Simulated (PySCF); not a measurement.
The potential of point charges around `Pc1ccccc1`

Species: `PC1=CC=CC=C1`. Coordinates (GFN2-xTB, Å) and charges (e) from the PBE0/pcSseg-1 density (PySCF):

| atom | x | y | z | Mulliken | IAO | Hirshfeld | ESP-fitted |
| --- | --- | --- | --- | --- | --- | --- | --- |
| P1 | 2.595 | -0.216 | 0.660 | +0.2152 | +0.2096 | +0.0763 | -0.2332 |
| C2 | 0.817 | -0.076 | 0.253 | -0.4322 | -0.1775 | -0.0493 | +0.0076 |
| C3 | 0.068 | -1.213 | -0.030 | -0.0288 | -0.1561 | -0.0552 | -0.0760 |
| C4 | -1.288 | -1.110 | -0.276 | -0.0779 | -0.1458 | -0.0465 | -0.2893 |
| C5 | -1.912 | 0.126 | -0.228 | -0.0833 | -0.1562 | -0.0505 | +0.0410 |
| C6 | -1.175 | 1.260 | 0.070 | -0.0778 | -0.1458 | -0.0465 | -0.3065 |
| C7 | 0.182 | 1.160 | 0.316 | -0.0293 | -0.1561 | -0.0553 | -0.0691 |
| H8 | 2.993 | 0.882 | -0.099 | +0.0411 | -0.0142 | -0.0102 | +0.0885 |
| H9 | 2.898 | -1.112 | -0.364 | +0.0401 | -0.0144 | -0.0101 | +0.0944 |
| H10 | 0.555 | -2.179 | -0.063 | +0.0784 | +0.1472 | +0.0470 | +0.1519 |
| H11 | -1.861 | -1.997 | -0.505 | +0.0924 | +0.1542 | +0.0516 | +0.1638 |
| H12 | -2.972 | 0.205 | -0.421 | +0.0912 | +0.1536 | +0.0503 | +0.1026 |
| H13 | -1.658 | 2.225 | 0.110 | +0.0924 | +0.1542 | +0.0516 | +0.1692 |
| H14 | 0.758 | 2.044 | 0.555 | +0.0784 | +0.1472 | +0.0469 | +0.1550 |

Points outside the species (Å): A (2.8, -4.2, 0.3); B (1.1, 6.0, 6.5); C (-1.8, 4.7, 3.0); D (1.3, 2.4, -5.4).

Find the potential V = 14.3996 V·Å × Σ q/r of each set of charges at these points.

In volts:

```tsv
point	nearest atom	distance (Å)	Mulliken	IAO	Hirshfeld	ESP-fitted
A	H10	3.04	+0.117	+0.122	+0.035	+0.085
B	H14	7.15	-0.012	+0.001	+0.001	-0.019
C	H13	3.81	-0.044	+0.002	+0.003	+0.031
D	H8	5.77	-0.087	-0.120	-0.041	-0.022
```

How far are the other sets from the ESP-fitted one at these points?

Root-mean-square difference: Hirshfeld 0.032 V, Mulliken 0.052 V, IAO 0.056 V. The ESP scheme is a least-squares fit of atom-centred charges to the potential on four shells outside the van der Waals surface, with the total charge fixed.

What energy would a point charge of -2 e have at A in the field of the ESP charges, leaving out polarisation?

-0.169 eV = -16.3 kJ/mol, an attraction.

Geometry: GFN2-xTB, one conformer, isolated molecule.

The run behind these numbers computed NMR shieldings as well. The run took 19 s wall (grids of density and orbitals included) on an x86-64 server with one thread, no GPU, shared host.

Shape of the structure used: `[PH2:1][c:2]1[cH:3][cH:4][cH:5][cH:6][cH:7]1`: H–P1–C2–C3 138°, H–P1–C2–C3 45°.
